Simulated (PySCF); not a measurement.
The dipole of `CN(C)[SiH2]C=O` from its density and from atomic charges.

Coordinates (GFN2-xTB, Å) and charges (e) from the PBE0/pcSseg-1 density (PySCF):

```tsv
atom	x	y	z	Mulliken	IAO	Hirshfeld	ESP-fitted
C1	-0.640	1.272	-0.460	-0.0772	-0.2962	-0.0668	-0.4833
N2	-0.414	-0.139	-0.240	-0.7955	-0.5080	-0.1756	-0.1831
C3	-1.597	-0.922	-0.504	-0.0658	-0.2983	-0.0680	-0.4401
Si4	0.815	-0.729	0.805	+0.7655	+0.8419	+0.3631	+0.4426
C5	2.338	0.373	0.433	-0.0517	-0.0044	+0.0434	+0.3335
O6	3.149	0.703	1.260	-0.3331	-0.3548	-0.2131	-0.4175
H7	-1.440	1.658	0.182	+0.1025	+0.1231	+0.0355	+0.1687
H8	0.269	1.832	-0.255	+0.1202	+0.1406	+0.0447	+0.1718
H9	-0.932	1.438	-1.501	+0.1146	+0.1381	+0.0420	+0.1684
H10	-1.935	-0.749	-1.528	+0.1105	+0.1370	+0.0415	+0.1535
H11	-1.371	-1.977	-0.381	+0.1150	+0.1453	+0.0467	+0.1669
H12	-2.416	-0.661	0.175	+0.1014	+0.1208	+0.0342	+0.1603
H13	0.575	-0.687	2.254	-0.0970	-0.1510	-0.0834	-0.1052
H14	1.101	-2.094	0.360	-0.1054	-0.1272	-0.0755	-0.1187
H15	2.494	0.691	-0.623	+0.0961	+0.0930	+0.0313	-0.0177
```

**Question.** Compute μ = Σ q r for each scheme (1 e·Å = 4.803 D) and compare with the dipole of the full density.

**Answer.** The full density gives (-2.78, -0.38, -1.64) D, 3.25 D in size; dipole vectors point from the negative to the positive end.

```json
{"scheme": "Mulliken", "μx": "-4.00", "μy": "-0.99", "μz": "-1.26", "size (D)": "4.31", "share of the full size (%)": "133", "angle to the full dipole (°)": "14"}
{"scheme": "IAO", "μx": "-2.81", "μy": "-1.30", "μz": "-1.30", "size (D)": "3.35", "share of the full size (%)": "103", "angle to the full dipole (°)": "17"}
{"scheme": "Hirshfeld", "μx": "-1.96", "μy": "-0.50", "μz": "-1.10", "size (D)": "2.30", "share of the full size (%)": "71", "angle to the full dipole (°)": "6"}
{"scheme": "ESP-fitted", "μx": "-2.83", "μy": "-0.39", "μz": "-1.64", "size (D)": "3.29", "share of the full size (%)": "101", "angle to the full dipole (°)": "0"}
```

**Question.** Which set comes closest?

**Answer.** Length of the difference vector: ESP-fitted 0.05 D, IAO 0.98 D, Hirshfeld 0.99 D, Mulliken 1.42 D. Closest: ESP-fitted. ESP charges are fitted to the potential around the molecule, whose slowest-falling term is the dipole's. The schemes that divide the density aren't constrained to reproduce the dipole.

**Question.** What is left for the Hirshfeld atoms' own dipoles?

**Answer.** The shares of the density sum to the whole, so what Σ q r misses lies in dipoles about the nuclei. The atomic dipoles sum to (-2.78, -0.38, -1.64) − (-1.96, -0.50, -1.10) = (-0.82, 0.12, -0.54) D, 0.99 D in size.

**Question.** With the origin at the mean of the coordinates, (0.000, 0.001, -0.001) Å, which are the largest single terms, by size, of the IAO dipole along the direction of the full one?

**Answer.** O6 +5.81, Si4 -4.12, C3 -2.47, H10 +1.65, N2 -1.20 D; all 15 atoms together +3.21 D. The single terms depend on the origin, their sum doesn't.

**Question.** Give the size of the full dipole in other units.

**Answer.** 3.25 D = 1.278 au = 0.676 e·Å = 10.84 × 10⁻³⁰ C·m.

One conformer (not necessarily the lowest) at the GFN2-xTB geometry, without solvent, vibrations or thermal averaging.

Conformer computed: `[CH3:1][N:2]([CH3:3])[SiH2:4][CH:5]=[O:6]`: C1–N2–Si4–C5 -42°, N2–Si4–C5–O6 146°.
